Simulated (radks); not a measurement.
Results of a calculation; reference values are marked as such.
Re LXII, 14 electrons, occupied as [Ne] 3s2 3p2.

Level of theory: scalar-relativistic Kohn-Sham, LDA (Slater exchange, VWN5 correlation), spin-polarised, spherical densities, finite nucleus; open shells are filled with parallel spins first (spin-orbit coupling, left out, can overturn this in heavy ions); Fermi nuclear charge, rms radius 5.3698 fm (a radial shooting solver on a logarithmic mesh with Libxc functionals).

Energy parts (eV):
| part | energy |
|---|---|
| total | -337568.02 |
| kinetic | 382796.41 |
| electron-nucleus | -746893.59 |
| Hartree | 30553.21 |
| exchange-correlation | -4024.05 |

Orbitals (lengths in bohr, moments of r in powers of bohr; <r^-3> diverges for s and p1/2; r(max) is where P^2 peaks):
| orbital | occ. | eigenvalue (eV) | r(max) | <r^-3> | <r^4> | <r> |
|---|---|---|---|---|---|---|
| 1s up | 1 | -76583.02 | 0.01125 | - | 5.456e-07 | 0.01804 |
| 1s down | 1 | -76574.50 | 0.01125 | - | 5.456e-07 | 0.01804 |
| 2s up | 1 | -17193.89 | 0.06419 | - | 0.00007701 | 0.07538 |
| 2s down | 1 | -17186.32 | 0.06419 | - | 0.00007685 | 0.07536 |
| 2p up | 3 | -15659.13 | 0.05261 | 21340 | 0.00005962 | 0.06736 |
| 2p down | 3 | -15650.01 | 0.05262 | 21330 | 0.00005951 | 0.06734 |
| 3s up | 1 | -6952.495 | 0.1726 | - | 0.002069 | 0.1817 |
| 3s down | 1 | -6927.081 | 0.1726 | - | 0.002077 | 0.1818 |
| 3p up | 2 | -6499.005 | 0.1687 | 5908 | 0.002047 | 0.1785 |
| 3p down | 0 | -6473.603 | 0.1687 | 5903 | 0.002055 | 0.1786 |
| 3d up | 0 | -6108.291 | 0.1338 | 785.1 | 0.001335 | 0.1575 |
| 3d down | 0 | -6086.195 | 0.1335 | 787.9 | 0.001335 | 0.1574 |
| 4s up | 0 | -3704.557 | 0.3414 | - | 0.02256 | 0.3374 |
| 4s down | 0 | -3694.658 | 0.3420 | - | 0.02274 | 0.3381 |

The highest occupied level is 3p up at -6499.0 eV. The spin density at the nucleus is -76.22 e/bohr^3 (1s -92.31, 2s -23.69, 3s 39.78). The electron density at the nucleus is 1.645e+06 e/bohr^3 (large components only). For comparison, the ionisation energy in NIST's Atomic Spectra Database is 6810 eV (theoretical). In exact Kohn-Sham theory the highest level is minus the ionisation energy, but local and semilocal functionals leave it too shallow, through self-interaction and a potential that decays too fast; potentials with the right tail come closer. The density falls to 0.001 e/bohr^3 at r = 0.54 bohr. Summed over all electrons, <r^2> = 0.1964 bohr^2, which gives a Langevin (diamagnetic) susceptibility term of -0.156 x 10^-6 cm^3/mol.
